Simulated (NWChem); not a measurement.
SiN₂H₅Br; SMILES N[SiH](N)Br

```xyz
9

Si     0.0199    -0.9458     0.3932
N     -1.4762    -1.4686    -0.2623
N      1.2546    -1.9019    -0.3136
Br     0.0444     1.2879    -0.0461
H      0.2539    -1.0191     1.8550
H     -2.2775    -0.8526    -0.2943
H     -1.7371    -2.4459    -0.2126
H      1.3073    -1.9953    -1.3216
H      2.1734    -1.9310     0.1127
```
Atoms are numbered in this order, from 1.

All runs: NWChem. Structure relaxed at the B3LYP/6-31G* (spherical d) level. Ions are spin-unrestricted doublets at the neutral geometry; other ion states weren't tried.

**Question.** Among these, which level gives the highest value of “vertical ionisation energy, ΔSCF (eV)”?
(A) PBE/aug-cc-pVDZ
(B) Hartree-Fock/aug-cc-pVDZ
(C) B3LYP/aug-cc-pVDZ

**Answer.** C, B3LYP/aug-cc-pVDZ. Values: Hartree-Fock/aug-cc-pVDZ 8.92; PBE/aug-cc-pVDZ 9.23; B3LYP/aug-cc-pVDZ 9.64
